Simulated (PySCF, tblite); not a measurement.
Isomers of C4H5ClO2Si, one GFN2-xTB conformer each. Single-point energies are computed at PBE0/pcSseg-1 (PySCF, gas phase, no added dispersion term), electronic only.

```json
{"SMILES": "O=C=C(C=O)[SiH2]CCl", "GFN2-xTB relative energy (kJ/mol)": "133.3"}
{"SMILES": "O=C=C(C=O)C[SiH2]Cl", "GFN2-xTB relative energy (kJ/mol)": "0.0"}
{"SMILES": "O=C=C(CCl)[SiH2]C=O", "GFN2-xTB relative energy (kJ/mol)": "207.7"}
```

Conformers: `[O:1]=[C:2]=[C:3]([CH:4]=[O:5])[SiH2:6][CH2:7][Cl:8]` with C2–C3–C4–O5 179°, C2–C3–Si6–C7 1°, C3–Si6–C7–Cl8 -59°; `[O:1]=[C:2]=[C:3]([CH:4]=[O:5])[CH2:6][SiH2:7][Cl:8]` with C2–C3–C4–O5 180°, C2–C3–C6–Si7 180°, C3–C6–Si7–Cl8 180°; `[O:1]=[C:2]=[C:3]([CH2:4][Cl:5])[SiH2:6][CH:7]=[O:8]` with C2–C3–C4–Cl5 106°, C2–C3–Si6–C7 145°, C3–Si6–C7–O8 -5°.

Problem. What does PBE0/pcSseg-1 give for the same structures?

Solution. 
```csv
SMILES,PBE0/pcSseg-1 E (Eh),PBE0/pcSseg-1 (kJ/mol),GFN2-xTB (kJ/mol),point group
O=C=C(C=O)C[SiH2]Cl,-1054.91845,0.0,0.0,Cs
O=C=C(C=O)[SiH2]CCl,-1054.87273,120.0,133.3,C1
O=C=C(CCl)[SiH2]C=O,-1054.84741,186.5,207.7,C1
```

Both levels put the same isomer lowest; measured from each level's own lowest isomer, the values differ by up to 21.2 kJ/mol (O=C=C(CCl)[SiH2]C=O: 207.7 against 186.5). 

Problem. Which frontier levels, dipoles and rotational constants go with these structures?

Solution. 
| SMILES | HOMO (eV, PBE0/pcSseg-1) | LUMO (eV) | dipole (D) | A, B, C (MHz) |
| --- | --- | --- | --- | --- |
| O=C=C(C=O)C[SiH2]Cl | -8.01 | -2.25 | 4.57 | 2708, 748.5, 593.0 |
| O=C=C(C=O)[SiH2]CCl | -7.93 | -1.84 | 1.54 | 2002, 1041, 750.6 |
| O=C=C(CCl)[SiH2]C=O | -7.20 | -1.80 | 1.77 | 1382, 1173, 768.2 |

Problem. What happens when harmonic zero-point energies from GFN2-xTB frequencies are added?

Solution. 
| SMILES | ZPE (kJ/mol) | electronic (kJ/mol) | with ZPE (kJ/mol) |
| --- | --- | --- | --- |
| O=C=C(C=O)C[SiH2]Cl | 207.0 | 0.0 | 0.0 |
| O=C=C(C=O)[SiH2]CCl | 202.8 | 120.0 | 115.8 |
| O=C=C(CCl)[SiH2]C=O | 199.9 | 186.5 | 179.4 |

The zero-point energies span 7.1 kJ/mol. The order is unchanged.
